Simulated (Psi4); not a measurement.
A dimer, H4Si ··· H2Se (SMILES [SiH4] and [SeH2]); the first 5 atoms form monomer A.

```
8

Si     0.0000     0.0000     0.0000
H     -0.1638    -1.1074    -0.9686
H     -0.7361     1.1904    -0.4823
H      1.4369     0.3294     0.1345
H     -0.5370    -0.4124     1.3164
Se    -0.5639     3.2021     1.3451
H      0.2668     2.1533     1.9550
H     -0.2830     4.1191     2.4598
```

Task: What interaction energy does Psi4 with SAPT0/jun-cc-pVDZ, frozen core give, and which attractive term is the largest?

Result: Total 8.84 kJ/mol: electrostatics -9.10, exchange 34.29, induction -5.05, dispersion -11.29. The most attractive term is dispersion.
